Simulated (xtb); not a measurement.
BrH2InO, SMILES [InH]([Br])[OH]. All values are semi-empirical tight-binding results from xtb (GFN2-xTB unless named), good for trends rather than for accurate numbers. Coordinates come from a GFN2-xTB optimisation. One conformer was computed; it need not be the lowest.

Optimised geometry:

```xyz
5

In    -0.3141     0.7830     0.0000
H     -1.8367     1.5285     0.0000
Br     0.1410    -1.6169     0.0000
O      1.3624     1.7491     0.0000
H      1.3944     2.7038     0.0000
```
Charge 0, spin multiplicity 1.

For metal compounds this method's bond lengths and energies can be far off.

```
Quantity                                      Result
-------------------------------------  -------------
point group as xtb finds it                       Cs
orbital gap                                  3.56 eV
zero-point energy                      10.9 kcal/mol
G − E(el) at 298.15 K (modified RRHO)  -8.6 kcal/mol
```

Computed atomic charges and the Wiberg bond orders between heavy atoms:
charges (e) In1 0.28, H2 0.02, Br3 -0.11, O4 -0.50, H5 0.31. Bond orders In1–Br3 1.11, In1–O4 1.08.
